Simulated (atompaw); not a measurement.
## Varying the PAW (atompaw) potential for gallium (Ga)

Base potential:

gallium (Ga), PAW, made with atompaw 4.2.0.5 (PBEsol, scalar-relativistic). Core [Ar] 3d10, reference 4s1.75 4p1.25. Waves: 4s (bound): rc 1.70 bohr; 4s channel at 4.45 Ry: rc 1.70 bohr; 4p (bound): rc 2.70 bohr; 4p channel at 1.05 Ry: rc 2.70 bohr. Local part: troulliermartins scheme with l = 2 at 0 Ry, radius 2.10 bohr. Core correction: smooth core density matched at 2.00 bohr. Augmentation charge: sinc compensation charge, radius 2.45 bohr; PAW radius 2.70 bohr; waves and projectors: custom polynom2 7 10 vanderbiltortho.

Cutoffs, loose and tight: the cutoffs (Ry, on a coarse ladder) from which the occupation-weighted sum of valence levels, in a spherical-Bessel basis at the reference potential, stays within 10 and 1 mRy of its value at 400 Ry. They see the waves, projectors and local potential, not the compensation charge or the core. A dash means not determined.

A true bound ghost makes a file unfit for plane-wave use even where its test errors are small: the radial tests pick states by their node count and pass the ghost by.

| change | outcome | cutoff, loose | cutoff, tight | bound ghosts |
| --- | --- | --- | --- | --- |
| base | generated | 12 Ry | 21 Ry | s, p |
| wave 4s channel at 4.45 Ry: rc 1.70 bohr becomes 4s channel at -0.4 Ry: rc 1.70 bohr | failed: atompaw: The overlap operator has at least one negative eigenvalue! | – | – | – |
| augmentation besselshape compensation charge, radius 2.45 bohr; PAW radius 2.70 bohr; waves and projectors: custom polynom2 7 10 vanderbiltortho | generated | 12 Ry | 21 Ry | s, p |
| local potential bessel scheme, radius 2.10 bohr | generated | 15 Ry | 21 Ry | none |
| augmentation sinc compensation charge, radius 2.45 bohr; PAW radius 2.70 bohr; waves and projectors: custom rrkj gramschmidtortho | failed: atompaw: The overlap operator has at least one negative eigenvalue! | – | – | – |
| local potential troulliermartins scheme with l = 2 at 0 Ry, radius 1.76 bohr | failed: atompaw: The overlap operator has at least one negative eigenvalue! | – | – | – |
| augmentation sinc compensation charge, radius 2.68 bohr; PAW radius 2.70 bohr; waves and projectors: custom polynom2 7 10 vanderbiltortho | generated | 12 Ry | 21 Ry | s, p |
| wave 4s channel at 4.45 Ry: rc 1.70 bohr becomes 4s channel at 4.45 Ry: rc 2.46 bohr | failed: atompaw: The overlap operator has at least one negative eigenvalue! | – | – | – |
| all radii scaled by about 0.73 (s 1.24, p 1.98 bohr); local potential troulliermartins scheme with l = 2 at 0 Ry, radius 1.54 bohr; augmentation sinc compensation charge, radius 1.80 bohr; PAW radius 1.98 bohr; waves and projectors: custom polynom2 7 10 vanderbiltortho; core correction smooth core density matched at 1.46 bohr | failed: atompaw: The overlap operator has at least one negative eigenvalue! | – | – | – |
| core correction smooth core density matched at 2.02 bohr | generated | 12 Ry | 21 Ry | s, p |
| wave 4s channel at 4.45 Ry: rc 1.70 bohr becomes 4s channel at 4.45 Ry: rc 1.54 bohr | generated | 15 Ry | 21 Ry | s, p |
| augmentation sinc compensation charge, radius 2.45 bohr; PAW radius 2.70 bohr; waves and projectors: custom rrkj vanderbiltortho | failed: atompaw: The overlap operator has at least one negative eigenvalue! | – | – | – |
